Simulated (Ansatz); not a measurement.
Basis-set extrapolation for C$_{2}$H$_{6}$Cl$_{2}$Si (`CC([SiH3])(Cl)Cl`) (PBE0-D4/def2-TZVP geometry, frozen core, the Gaussian-basis code of Ansatz). Multiplicity 1, RHF reference.

|  | def2-TZVPP | def2-QZVPP |
| --- | --- | --- |
| HF | -1287.215892 | -1287.254025 |
| MP2 correlation | -0.858713 | -0.929714 |
| CCSD(T) correlation | -0.963322 | not run |

Energies in hartree. Use E(X) = E(∞) + A·exp(−7.88·√X) for Hartree–Fock and E(X) = E(∞) + B·X^(−2.97) for correlation, with X = 3 and 4, and add CCSD(T) minus MP2 of the smaller set to the MP2 limit.

Problem. What is the CCSD(T) energy at the basis-set limit?

Solution. HF limit: -1287.254025 + (-0.038133) × 0.13774 = -1287.25928. MP2 limit: -0.929714 + (-0.071001) × 0.74074 = -0.98231. Higher-order term: -0.963322 − (-0.858713) = -0.10461. Total: -1288.34620 hartree, 104.8 kcal/mol below CCSD(T)/def2-TZVPP.
